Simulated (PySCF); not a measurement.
## Electron correlation in As⁺ (arsenic, charge +1)

[Ar] 3d10 4s2 4p2, high-spin 3P determinant. Calculation: PySCF 2.14, in cc-pVDZ-PP with ECP10MDF (4s3p2d, 23 functions); scalar relativity through the core potential. Frozen: 3s2 3p6 3d10; 4 electrons correlated.

MP2 pair energies summed by pair of shells (mhartree):

```csv
pair,energy,share (%)
4s-4p,-25.37,60.0
4s-4s,-12.71,30.1
4p-4p,-4.21,10.0
```

Total MP2 correlation energy: -42.30 mhartree.

Same-spin part -7.00 and opposite-spin part -35.29 mhartree; SCS-MP2 scales them by 1/3 and 6/5 to -44.68 mhartree.

```json
{"level": "CCSD", "correlation energy (mhartree)": "-58.69"}
{"level": "(T)", "correlation energy (mhartree)": "-0.61"}
{"level": "CCSD(T)", "correlation energy (mhartree)": "-59.30"}
```

Diagnostics: T1 = 0.0064, D1 = 0.0180, largest double amplitude 0.095.

Task: Is a single reference adequate?

Result: Mostly. T1 lies below 0.03, but a double amplitude of this size points to a near-degeneracy that CCSD handles and MP2 describes poorly.
